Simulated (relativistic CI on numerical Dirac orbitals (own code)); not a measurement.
**Crystal-field levels of Mo+, 4d5**

Calculated by Dirac-Coulomb-Breit CI, KLI orbitals optimised for each configuration, model QED (radiative potential, 1s self-energy scaled to tabulated hydrogen-like ionisation energies), one configuration in a parametric crystal field, unscaled Slater integrals (own radial code). With so little scaling, terms lie 10 to 35 % too far apart, which can change the order of excited levels.

Field parameters in Wybourne normalisation: D3d B²₀ = −7Dσ, B⁴₀ = −14Dq − 21Dτ, B⁴₃ = −14√(10/7) Dq. The field is a parameter set, without covalency.

S is read from ⟨S²⟩ = S(S + 1).

Levels (cm⁻¹, degeneracy): 0 (2), 810 (2), 1990 (2), 2118 (2), 2124 (2), 2187 (2), 6362 (2), 6415 (2), 6450 (2), 6496 (2), 7033 (2), 7115 (2).

Task: Which field gives this pattern?
A. D3d, 10Dq = 17000, Dσ = -980, Dτ = 240 cm⁻¹
B. D3d, 10Dq = 17000, Dσ = 1200, Dτ = 240 cm⁻¹
C. D3d, 10Dq = 17000, Dσ = -330, Dτ = 240 cm⁻¹
D. D3d, 10Dq = 17000, Dσ = 760, Dτ = 240 cm⁻¹

Result: C. D3d, 10Dq = 17000, Dσ = -330, Dτ = 240 cm⁻¹, ground level with S = 0.54.
